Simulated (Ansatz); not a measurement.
`N[Si]1([SiH3])CC1` + H₂O → `N[Si]1(O)CC1` + SiH₄  (formal hydrolysis of the Si–Si bond)

Calculated with Ansatz (gas phase, PBE0-D4/def2-TZVP geometries, no zero-point term in ΔE). CCSD(T)/CBS is the MP2 limit (def2-TZVPP, def2-QZVPP) plus CCSD(T) − MP2 in def2-TZVPP, frozen cores. This one scheme is used for every species. Functionals use def2-TZVPP. B3LYP here is the variant with VWN-RPA as its local correlation; programs differ in this. One conformer a species, not always the lowest.

```
             level  ΔE (kJ/mol)  difference from CCSD(T)/CBS
           PBE0-D4        -78.4                         12.9
          BHLYP-D4       -103.1                        -11.8
            r2SCAN        -92.7                         -1.4
              PBE0        -82.3                          9.0
             B3LYP       -100.3                         -9.0
           r2SCANh        -93.7                         -2.4
           r2SCAN0        -95.2                         -3.9
     HF/def2-TZVPP       -123.9                        -32.6
SCS-MP2/def2-QZVPP       -102.0                        -10.7
    CCSD/CBS(def2)        -95.7                         -4.4
       CCSD(T)/CBS        -91.3                            0
```

Largest T1 diagnostic among the species: 0.012.

From BLYP to BHLYP (50 % exact exchange), in def2-TZVPP and without D4, ΔE moves by −14.2 kJ/mol. The D4 term adds +6.3 kJ/mol with B3LYP and +3.8 kJ/mol with PBE0; it sums over pairs of atoms, weighted by their polarisabilities, and B3LYP, whose exchange is more repulsive, gets the larger term.

CCSD(T)/CBS has its own doubt, a few kJ/mol and more with outer-core shells, so smaller differences from it don't rank the levels.
